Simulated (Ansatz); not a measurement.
Reactions of C3H7NSi (`C=C[SiH2]C=N`).

Isolated molecules relaxed with PBE0-D4/def2-TZVP in Ansatz; ΔE leaves out vibrations. CBS: MP2 limit from def2 TZ/QZ plus the TZ coupled-cluster correction, frozen cores. This one scheme is used for every species, atoms too. No spin–orbit coupling; open shells (•) take unrestricted orbitals. Spin–orbit coupling would lower the free atoms: a little for C, Si. Elements past krypton have def2 core potentials. For In outer-core shells are correlated without core-valence functions, so the limit isn't a true one: a few kJ/mol of doubt a bond, and 10 to 20 or more in all where bonds break to atoms. One conformer a species, not always the lowest.

```tsv
reaction	MP2/CBS(def2) (eV)	CCSD(T)/CBS(def2) (eV)
`C=C[SiH2]C=N` + `OB(Cl)O[SiH3]` → `C=C[SiH2]O[SiH3]` + `N=CB(O)Cl`	-0.09	-0.07
`C=C[SiH2]C=N` + `O[SiH2]F` → `C=C[SiH2]O[SiH2]F` + `C=N`	-1.27	-1.27
`C=C[SiH2]C=N` → `CC[SiH2]C#N`	-1.68	-1.49
`C=C[SiH2]C=N` → `NC1=C[SiH2]C1`	-0.84	-0.61
`C=C[SiH2]C=N` + `C1=CN1` → `C=CN1C=C1` + `N=C[SiH3]`	0.40	0.43
`C=C[SiH2]C=N` + `[NH2][InH2]` → `N=C[SiH2]N` + `C=[CH][InH2]`	-0.11	-0.10
`C=C[SiH2]C=N` + H₂ → `N=C[SiH3]` + `C=C`	-0.09	-0.17
`C=C[SiH2]C=N` + `CNC=O` → `CN(C=N)C=O` + `C=C[SiH3]`	-0.17	-0.13
`C=C[SiH2]C=N` + `OC(F)F` → `C=C[SiH2]O` + `N=CC(F)F`	-1.14	-1.09
`C=C[SiH2]C=N` → 3 C• + 7 H• + N• + Si•	48.01	47.49
```

Largest T1 diagnostic: 0.016, for `[NH2][InH2]`.
